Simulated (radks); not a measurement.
Q: Excited configurations of Sn+: one electron is placed in a higher orbital outside [Kr] 4d10 5s2. The ground configuration is [Kr] 4d10 5s2 5p1. Calculated with a radial shooting solver on a logarithmic mesh with Libxc functionals: Dirac Kohn-Sham, PBE, spin-unpolarised, spherical densities, point nucleus; open shells fill j = l - 1/2 first. Excitation = E - E(ground); binding = E(ion) - E, where the ion is the core of charge +2; n* = 2/sqrt(2 binding) in atomic units, and the quantum defect is n - n*.

outer orbital  excitation (eV)  binding (eV)     n*  quantum defect  eigenvalue (eV)  <r> (bohr)
4f5/2                   10.777         3.573  3.903           0.097           -2.494       8.399
5d3/2                    7.874         6.476  2.899           2.101           -4.427       4.974
6s1/2                    6.758         7.592  2.677           3.323           -5.929       5.610
6d3/2                   10.584         3.766  3.802           2.198           -2.870       9.886
6f5/2                   12.599         1.751  5.576           0.424           -1.363       21.37
7p1/2                   10.883         3.467  3.962           3.038           -2.731       11.84
7d3/2                   11.920         2.430  4.732           2.268           -1.922       16.14
7f5/2                   13.048         1.302  6.465           0.535           -1.040       30.03

Estimate the row for 6p1/2.

A: excitation (eV) 8.387; binding (eV) 5.963; n* 3.021; quantum defect 2.979; eigenvalue (eV) -4.609; <r> (bohr) 6.697. The Delta-SCF ionisation energy is 14.350 eV (NIST Atomic Spectra Database: 14.633 eV, measured). Self-interaction in the functional shifts the binding energies and quantum defects, so they are the method's values and not measured ones. Spin polarisation and multiplet splitting are left out, so open shells lie too high by an amount that depends on their filling.

Beside tabulated values, note that spin-unpolarised runs miss the spin-polarisation part of the exchange energy of open shells.
